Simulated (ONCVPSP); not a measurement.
## Configuration tests for titanium (ONCV)

titanium (Ti), optimised norm-conserving Vanderbilt (ONCV), made with ONCVPSP 4.0.1 (PBE, scalar-relativistic). Core [Ne] 3s2, reference 3p6 3d2 4s1 (charge +1). Waves: 4s: rc 2.75 bohr, ncon 5, nbas 10, qcut 1.9 1/bohr, 2 projectors, debl 3.7 Ha; 3p: rc 1.00 bohr, ncon 5, nbas 8, qcut 7.6 1/bohr, 3 projectors, debl 0.3 Ha; 3d: rc 1.40 bohr, ncon 5, nbas 10, qcut 11.5 1/bohr, 2 projectors, debl 2 Ha. Local part: polynomial inside 0.70 bohr (lpopt 3, dvloc0 1 Ha). Core correction: none.

In the p channel the program set the typed energies aside and used -1.696, 0.250, 0.550 Ha.

Energies are relative to the spin-unpolarised reference configuration 3p6 3d2 4s1; without spin polarisation the order of configurations can differ from experiment.

```
valence configuration  charge  ΔE all-electron (eV)  error AE − PS (meV)
          3p6 3d2 4s2       0                -7.347                 +1.2
          3p6 3d1 4s0      +3                40.520                  +97
          3p5 3d2 4s2      +1                38.209                 -164
```

(1) What are ΔE and the potential's error for 3p6 3d2 4s0?

Note: ghosts flagged at negative energy: s at -90.1 eV, p at -360.8 eV; GHOST(+) flagged for s at 125.5 eV. A true bound ghost makes a file unfit for plane-wave use.

Results:

(1) ΔE = 13.572 eV all-electron; the error (AE − PS) is +8.4 meV.
